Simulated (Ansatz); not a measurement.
Species: C$_{3}$H$_{3}$, charge 1, singlet. A triplet may lie lower; no result for it is given here. C3H3+ (parent SMILES [CH]=C=C, singlet).
B3LYP-D3(BJ)/def2-TZVP minimum from Ansatz (an electronic-structure program):
```xyz
6

C      1.2489     0.1199     0.4370
C      0.0985     0.0095     0.0345
C     -1.1622    -0.1116    -0.4067
H      2.2584     0.2168     0.7903
H     -1.6564     0.7169    -0.9120
H     -1.7133    -1.0404    -0.2672
```
Charge +1, spin multiplicity 1.

Total energies in aug-cc-pVDZ, 14 correlated electrons, 3 frozen orbitals. Open shells are spin-unrestricted; no spin-orbit coupling. Correlated methods leave the cores frozen. No relativity. The restricted determinant of C3H3+ (parent SMILES [CH]=C=C, singlet) is unstable towards broken spin symmetry in at least one set run. The spin of C3H3+ (parent SMILES [CH]=C=C, singlet) was assumed, and the state is the lowest solution found for it.

```csv
method,program,energy (Eh),minus CCSDT(Q) (mEh)
HF,Ansatz,-114.96077,410.00
MP2,Ansatz,-115.32049,50.28
CCSD,Ansatz,-115.34901,21.76
CCSD(T),Ansatz,-115.36809,2.69
CCSDT(Q),Ansatz,-115.37077,0.00
```

Rough core times of Ansatz's runs on a shared machine: CCSD(T) under 20 s, CCSDT(Q) 7 min.
